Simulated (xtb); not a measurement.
xtb input (GFN2-xTB):

```bash
xtb mol.xyz --gfn 2 --ohess tight --chrg -1 --uhf 0
```
mol.xyz:
```
7

O     -0.23794325     1.43576732     0.81636849
B     -0.27902656     0.20280431     0.12826457
O     -1.61525410    -0.28057640     0.02546699
P      1.12919849    -0.73348683    -0.56910497
H     -1.17503409     1.67128238     1.04066640
H     -1.64329945    -1.10531973    -0.38203719
H      2.16688442     0.14298156    -0.19765519
```

End of the output:

```
optimized geometry written to: xtbopt.xyz

           -------------------------------------------------
          | TOTAL ENERGY              -13.683046784273 Eh   |
          | TOTAL ENTHALPY            -13.636195660839 Eh   |
          | TOTAL FREE ENERGY         -13.670001290377 Eh   |
          | GRADIENT NORM               0.000198269392 Eh/α |
          | HOMO-LUMO GAP               4.647024489337 eV   |
           -------------------------------------------------

------------------------------------------------------------------------
------------------------------------------------------------------------
 total:
 SCF:
 ANC optimizer:
 analytical hessian:
```

It need not be the lowest isomer of its formula. Whether it binds its extra electron was not tested at this geometry.
